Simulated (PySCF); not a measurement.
Spin states and ions at one geometry of Ir3

PySCF 2.14.0, UKS PBE0, Ir def2-SVP with ECP60; non-relativistic Hamiltonian with scalar-relativistic core potentials where named; density fitting; no spin-orbit coupling; singlets restricted, open shells unrestricted. The geometry is relaxed for charge 0, quartet, vacuum:

```xyz
3

Ir    0.0000    0.0000    2.3692
Ir    0.0000    0.0000    0.0527
Ir    0.0000    0.0000   -2.4219
```

Energies count from the relaxed state; an electron taken off or put on is at rest in vacuum. Charges and spins are Mulliken's.

```
                     state  energy (eV)  spin squared  charge on Ir1 (e)  spin on Ir1 (e)  dipole about the centre of mass (D)
 charge 0, quartet, vacuum         0.00          5.73               0.21             2.65                                 0.19
  charge 0, sextet, vacuum         0.34          9.69               0.22             0.49                                 0.26
charge +1, triplet, vacuum         7.65          4.73               0.65             2.83                                 0.74
charge +1, quintet, vacuum         7.97          7.74               0.56             2.76                                 0.83
charge -1, triplet, vacuum        -1.94          4.08              -0.33             2.16                                 1.00
charge -1, quintet, vacuum        -1.94          7.06              -0.24             2.20                                 1.66
```

Problem. What does the state charge 0, doublet, vacuum give?

Solution. energy (eV) 1.57, spin squared 1.18, charge on Ir1 (e) 0.10, spin on Ir1 (e) 0.95, dipole about the centre of mass (D) 0.44.

With an electron taken off (triplet, the lower of the two states computed) the charges change, summed by element, by Ir +1.00 e. The vertical ionisation energy is 7.65 eV, against −ε(HOMO) = 6.11 eV over both spins of the relaxed state. The level lies 1.5 eV too high, as is usual for semilocal functionals and global hybrids, which keep a self-interaction error.

With an electron put on (quintet, the lower of the two states computed) the charges change, summed by element, by Ir -1.00 e. The vertical electron affinity is 1.94 eV, against −ε(LUMO) = 3.52 eV over both spins of the relaxed state. The basis has no diffuse functions, which an added electron needs.

Open shells may have lower solutions than those found. Hard to converge, so the more doubtful: charge 0, sextet, vacuum. Strongly mixed with higher spins, so no pure states, and their order against close states isn't settled: charge 0, quartet, vacuum; charge 0, sextet, vacuum; charge +1, triplet, vacuum; charge +1, quintet, vacuum; charge -1, triplet, vacuum; charge -1, quintet, vacuum.

No frequency check is given that shows the relaxed geometry to be a minimum. The relaxed state is spin-contaminated (spin squared 5.73 against 3.75).
